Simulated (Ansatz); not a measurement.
C₃H₆AlF (`C/[C]([AlH2])=C\F`), relaxed with RKS PBE-D4/def2-SVP in the Gaussian-basis code of Ansatz from a rough embedded geometry. The force threshold is 0.03 eV/Å; the program also tests the step.

The species carries charge 0 and has multiplicity 1.

Start:

```xyz
11

C     0.946    0.921    0.544
C     0.004    0.036   -0.197
Al   -1.055   -1.278    0.802
C    -0.238    0.121   -1.521
F     0.558    1.044   -2.261
H     1.009    0.643    1.614
H     0.721    1.952    0.402
H     1.984    0.675    0.122
H    -0.894   -1.445    2.438
H    -2.153   -2.196    0.076
H    -0.881   -0.473   -2.020
```

| step | energy (eV) | largest force (eV/Å) | largest move (Å) |
| --- | --- | --- | --- |
| 1 | -12503.9380 | 4.983 | 0.000 |
| 2 | -12504.2630 | 2.452 | 0.172 |
| 3 | -12504.3532 | 1.319 | 0.200 |
| 4 | -12504.3937 | 1.214 | 0.147 |
| 5 | -12504.4297 | 0.935 | 0.200 |
| 6 | -12504.4432 | 0.491 | 0.044 |
| 7 | -12504.4530 | 0.205 | 0.095 |
| 8 | -12504.4533 | 0.150 | 0.064 |
| 9 | -12504.4551 | 0.103 | 0.015 |
| 10 | -12504.4562 | 0.018 | 0.036 |

End:

```xyz
11

C     1.028    0.922    0.544
C    -0.007    0.036   -0.114
Al   -1.005   -1.385    0.777
C    -0.319    0.186   -1.422
F     0.243    1.120   -2.219
H     0.699    1.263    1.546
H     1.266    1.814   -0.068
H     1.978    0.367    0.705
H    -0.791   -1.668    2.338
H    -2.038   -2.236   -0.104
H    -1.055   -0.419   -1.982
```

Run time 12 s (4 threads of an Arm Neoverse V1 on a shared host); peak host memory 0.15 GiB.
